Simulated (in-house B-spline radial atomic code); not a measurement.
KLI/ALDAx excitations of Ne8+

Method: KLI/ALDAx. Computed with an all-electron radial atomic-structure program (B-spline basis): linear response of the closed shell 1s2 with the adiabatic LDA exchange kernel on the exchange-only KLI potential; non-relativistic, point nucleus, no spin-orbit coupling, no double excitations, S, P, D and F terms only.

Command:
```bash
python run_td.py task.json out
```
Settings (radii: box in bohr, nucleus in fm):
```
Z                        10
electrons                2
configuration            1s2
hamiltonian              nr
method                   kli
box_radius               11.59
intervals                64
```

Run time, properties included: 0.1 s on 1 thread of Arm Neoverse N1, with other jobs on the host.

The lowest states, in the order of their Tamm-Dancoff energies; the method's threshold (minus the highest occupied level) is 1195.04 eV. Labels give the largest channel, * marks a mixed state, and oscillator strengths are full-response dipole values. Semilocal kernels can invert the small singlet-triplet splittings of Rydberg terms. Energies in eV:

```tsv
state	full response	Tamm-Dancoff	oscillator strength
1s → 2s 3S	905.60	905.63	-
1s → 2p 3P	912.69	912.72	-
1s → 2s 1S	916.11	916.22	-
1s → 2p 1P	920.38	920.42	0.722
1s → 3s 3S	?	?	-
1s → 3p 3P	1070.85	1070.86	-
1s → 3s 1S	1071.51	1071.53	-
1s → 3d 3D	1072.09	1072.09	-
1s → 3d 1D	1072.19	1072.19	-
1s → 3p 1P	?	?	?
1s → 4s 3S	1124.57	1124.57	-
1s → 4p 3P	1125.45	1125.45	-
1s → 4s 1S	1125.69	1125.70	-
1s → 4d 3D	1125.93	1125.94	-
1s → 4d 1D	1125.99	1125.99	-
1s → 4f 3F	1126.13	1126.13	-
1s → 4f 1F	1126.13	1126.13	-
1s → 4p 1P	1126.30	1126.30	0.0557
1s → 5s 3S	1150.15	1150.15	-
1s → 5p 3P	1150.60	1150.60	-
1s → 5s 1S	1150.71	1150.71	-
1s → 5d 3D	1150.84	1150.84	-
```

Question: Where does 1s → 3p 1P lie?

Answer: At 1072.93 eV in full response, 1072.94 eV in Tamm-Dancoff, oscillator strength 0.148.

Question: Where does 1s → 3s 3S lie?

Answer: At 1068.74 eV in full response, 1068.75 eV in Tamm-Dancoff.

Question: How large is the singlet-triplet splitting of 1s → 2s (S terms) in Tamm-Dancoff?

Answer: 10.6 eV, from the unrounded values.

Question: What polarisabilities and dispersion coefficient does the method give?

Answer: Dipole 0.001044 bohr³, quadrupole 3.989e-05 bohr⁵, C6 3.218e-05 hartree·bohr⁶ for two such species.
